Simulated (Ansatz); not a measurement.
Gas-phase electronic energies from Ansatz, PBE0-D4/def2-TZVP geometries. CBS: MP2 limit from def2 TZ/QZ plus the TZ coupled-cluster correction, frozen cores. This one scheme is used for every species. For Ge outer-core shells are correlated without core-valence functions, which leaves a few kJ/mol of doubt a bond. Scalar relativity is left out up to krypton. Each species was taken in one conformer, which may not be the lowest.

Consider the ligand exchange at the Si–O bond: `[OH][Ge][O][SiH3]` + `[NH2][AlH][OH]` → `[OH][AlH][NH][SiH3]` + `[OH][Ge][OH]`.

| species | MP2/def2-QZVPP energy (Eh) |
| --- | --- |
| `[OH][Ge][O][SiH3]` | -2517.74300 |
| `[NH2][AlH][OH]` | -374.32319 |
| `[OH][AlH][NH][SiH3]` | -664.59245 |
| `[OH][Ge][OH]` | -2227.45269 |

(1) Work out ΔE.

(2) What do rigid-rotor, harmonic-oscillator terms from PBE0-D4/def2-TZVP frequencies (298.15 K, 1 bar) make of the CCSD(T)/CBS value? (Estimate.)

Largest T1 diagnostic among the species: 0.015.

Answers

(1) ΔE = (-664.59245) + (-2227.45269) − (-2517.74300) − (-374.32319) = 0.02105 Eh = +55.3 kJ/mol. CCSD(T)/CBS gives +54.4 kJ/mol.

(2) Ansatz gave: ΔZPE = -1.7 kJ/mol, ΔH = +52.2 kJ/mol, ΔS = -10 J/(mol·K), ΔG = +55.2 kJ/mol.

Leaving LDA and LC-ωPBE aside and taking each functional with its dispersion term where it has one, the values, not all of them listed here, spread over 12.9 kJ/mol, from revPBE-D4 to BHLYP-D4. From BLYP to BHLYP (50 % exact exchange), in def2-TZVPP and without D4, ΔE moves by +4.0 kJ/mol. In def2-TZVPP, CCSD(T) changes the Hartree–Fock value by −9.3 kJ/mol (the triples alone add −1.3 kJ/mol) and MP2 by −8.9 kJ/mol.
